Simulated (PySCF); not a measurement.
Gas-phase reaction: Ga2H6 + 2 NH3 = 2 GaH3.NH3

Method: PySCF energies plus ideal-gas RRHO corrections (1 bar). † marks an energy on the PBE0/def2-TZVP geometry and frequencies. MP2 freezes the core. All species are closed-shell singlets. Ga: all electrons, no relativistic terms. Adducts (GaH3.NH3) have no counterpoise correction, and HF, PBE, BLYP, B3LYP and PBE0 lack dispersion. Ga2H6, GaH3.NH3: computed as isolated molecules; such fragments, hydroxides, amides, oligomers or adducts are transient or little studied in the gas. MP2 isn't extrapolated to the basis-set limit; its ΔH°(298 K) is -118.2 kJ in def2-SVP and -73.0 kJ in def2-TZVPP. The harmonic model lacks anharmonicity and excited electronic states, which grow with temperature; levels with a mode under 35 cm⁻¹ are left out. Soft modes under 120 cm⁻¹ make the harmonic entropy rough for GaH3.NH3.

| level | ΔE electronic, kJ | ΔH°(298 K), kJ | ΔS°(298 K), J/K | ΔG°(600 K), kJ |
|---|---|---|---|---|
| BLYP/def2-TZVP† | -66 | -56 | -114 | 12 |
| HF/def2-TZVP† | -92 | -83 | -114 | -15 |
| MP2/def2-SVP† | -128 | -118 | -114 | -50 |
| MP2/def2-TZVPP† | -83 | -73 | -114 | -5 |
| PBE/def2-TZVP† | -69 | -59 | -114 | 9 |
| PBE0/def2-QZVP† | -70 | -60 | -114 | 8 |
| LDA/def2-TZVP† | -92 | -82 | -114 | -14 |
| ωB97M-V/def2-TZVP† | -86 | -76 | -114 | -8 |
ΔH° is lowest at MP2/def2-SVP† and highest at BLYP/def2-TZVP†. No reference value is set beside these.
